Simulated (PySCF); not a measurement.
# How methods differ on the ionisation energy of Bi⁶⁸⁺

Bi⁶⁸⁺ [Ne] 3s2 3p3 (4S) → Bi⁶⁹⁺ [Ne] 3s2 3p2 (3P), as a difference of total energies. Computed with PySCF 2.14 in an even-tempered Gaussian basis (17 s from 21 bohr⁻², ratio 2.5; 12 p from 28 bohr⁻², ratio 2.5; 4 d from 110 bohr⁻², ratio 2.7; 4 f from 160 bohr⁻², ratio 2.7), with scalar relativity by spin-free X2C-1e. Correlated levels: outer shells: 1s2 frozen; virtual orbitals above 40 to 60 times the deepest correlated orbital energy dropped. The calculations carry no spin-orbit coupling.

```csv
method,ionisation energy (eV)
UHF,8229.0
LDA,8227.9
PBE,8229.4
PBE0,8229.7
r2SCAN,8231.3
B2PLYP,8230.0
B97-3,8229.2
MP2 (outer shells),8229.7
SCS-MP2 (outer shells),8229.4
```

Spin-orbit coupling is strong in these open shells (close to jj coupling). The scalar numbers leave it out and a first-order estimate fails, so it can dominate the gap to the real levels.

The ground level that NIST lists for one species does not belong to the high-spin term computed here, so part of any gap is the choice of state.

Breit and QED terms and the two-electron picture change are absent.

For comparison: 8010 ± 50 eV (theoretical estimate listed by NIST; NIST Atomic Spectra Database, ionization energies).
